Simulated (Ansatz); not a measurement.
Breaking the Si1–Cl2 bond in SiCl (multiplicity 2 held). Energies count from the point at 2.084 Å.


Signs of static correlation in cc-pV(T+d)Z, with CASSCF(11,8), from Ansatz (a program for electronic structure) runs.

| R (Å) | T1 of restricted CCSD | ⟨S²⟩ of UHF | largest double amplitude of restricted CCSD | weight of the CASSCF reference in MRCISD | CASSCF natural occupations |
|---|---|---|---|---|---|
| 1.667 | 0.018 | 0.776 | 0.092 | 0.906 | 2.00 2.00 1.99 1.99 1.94 1.00 0.06 0.02 |
| 1.875 | 0.019 | 0.776 | 0.088 | 0.904 | 2.00 2.00 2.00 1.99 1.94 1.00 0.06 0.02 |
| 2.084 | 0.020 | 0.775 | 0.076 | 0.903 | 2.00 2.00 1.99 1.98 1.94 1.00 0.06 0.02 |
| 2.292 | 0.021 | 0.774 | 0.061 | 0.903 | 2.00 2.00 1.99 1.98 1.94 1.00 0.06 0.03 |
| 2.500 | 0.023 | 0.773 | 0.075 | 0.902 | 2.00 2.00 1.99 1.97 1.94 1.00 0.06 0.04 |
| 2.813 | 0.028 | 0.771 | 0.095 | 0.901 | 2.00 2.00 1.99 1.96 1.93 1.00 0.07 0.05 |
| 3.126 | … | 1.179 | 0.118 | 0.901 | 2.00 2.00 1.99 1.95 1.89 1.00 0.11 0.05 |
| 3.646 | … | 1.668 | 0.175 | 0.900 | 2.00 2.00 2.00 1.95 1.67 1.00 0.33 0.04 |
| 4.167 | 0.239 | 1.750 | 0.179 | 0.901 | 2.00 2.00 2.00 1.96 1.31 1.00 0.69 0.04 |
| 4.793 | 0.205 | 1.770 | 0.656 | 0.901 | 2.00 2.00 2.00 1.96 1.12 1.00 0.88 0.04 |
| 5.626 | 0.621 | 1.774 | 0.216 | 0.901 | 2.00 2.00 2.00 1.96 1.04 1.00 0.96 0.04 |
| 6.668 | 0.629 | 1.775 | 0.220 | 0.901 | 2.00 2.00 2.00 1.96 1.01 1.00 0.99 0.04 |
| 8.335 | 0.573 | 1.775 | 0.204 | 0.901 | 2.00 2.00 2.00 1.96 1.00 1.00 1.00 0.04 |

Task: Complete the blanks.

Result: 
- 3.126, T1 of restricted CCSD: 0.036
- 3.646, T1 of restricted CCSD: 0.069

Doubts at one or more of the structures used: the program's own flag: passed over end (SC-NEVPT2 on CASSCF(11,8)/cc-pV(T+d)Z); T1 above 0.05 (RO-CCSD(T)/cc-pV(T+d)Z, U-CCSD(T)/cc-pV(T+d)Z); a restricted determinant that unrestricted orbitals would lower (RO-CCSD(T)/cc-pV(T+d)Z); other coupled-cluster roots lie near (RO-CCSD(T)/cc-pV(T+d)Z, U-CCSD(T)/cc-pV(T+d)Z); a spin-contaminated determinant (U-CCSD(T)/cc-pV(T+d)Z); the program's own flag: other amplitudes (U-CCSD(T)/cc-pV(T+d)Z).
